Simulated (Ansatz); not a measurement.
A single point on `[CH3][InH][S][SiH3]`.

```yaml
crystal:
  periodic: [false, false, false]
  atoms:
    - {symbol: C, position_ang: [-0.521767, 2.689280, -0.429255]}
    - {symbol: In, position_ang: [0.108494, 0.651214, -0.568310]}
    - {symbol: S, position_ang: [-0.500012, -0.674306, 1.350109]}
    - {symbol: Si, position_ang: [0.314283, -2.548273, 0.760662]}
    - {symbol: H, position_ang: [0.348092, 3.347980, -0.445402]}
    - {symbol: H, position_ang: [-1.074943, 2.844801, 0.495921]}
    - {symbol: H, position_ang: [-1.157306, 2.942202, -1.279293]}
    - {symbol: H, position_ang: [0.962266, -0.211610, -1.783104]}
    - {symbol: H, position_ang: [0.028243, -3.525873, 1.841768]}
    - {symbol: H, position_ang: [1.786255, -2.473378, 0.560728]}
    - {symbol: H, position_ang: [-0.293605, -3.042037, -0.503834]}
basis:
  gaussian: {orbitals: def2-QZVPP}
correlation: {method: mp2}
```

```sh
$ ansatz run in.yaml --threads 4 --pin off --events-out ev --progress --plain --max-ram 10444MiB
```

Shortened log:

```
Functional definition: HF
2910 factors; integrals over basis functions are off by at most 9.5e-4 eV
mean field evaluation 1: about -24969.1576 eV, gradient 3.3e1 eV
mean field evaluation 2: about -24969.3025 eV, gradient 3.3e1 eV
mean field evaluation 4: about -24972.5201 eV, gradient 3.5e0 eV
mean field evaluation 8: about -24972.5780 eV, gradient 2.4e-1 eV
mean field -24972.57833749 eV, -917.7253268812 hartree, gradient 2.3e-6 eV, S^2 0.000000; 0 other end points of the search recorded, 0 dependent functions left out
15 core orbitals not correlated: weight in the atoms' cores, before any rotation towards them, 1.000 or more for the frozen orbitals, at most 0.000 for the correlated occupied ones
reference -24972.57833749 eV, -917.7253268812 hartree; 17, 17 occupied and 457, 457 virtual orbitals, 2910 factors
second order -27.27950365 eV of doubles, -0.00000000 eV of singles
Total energy: -24999.85784114 eV, -918.7278301498 hartree
```

Hardware: 4 threads of an Intel Xeon Platinum 8259CL on a shared host. Wall time 23 s, peak host memory 2.9 GiB.
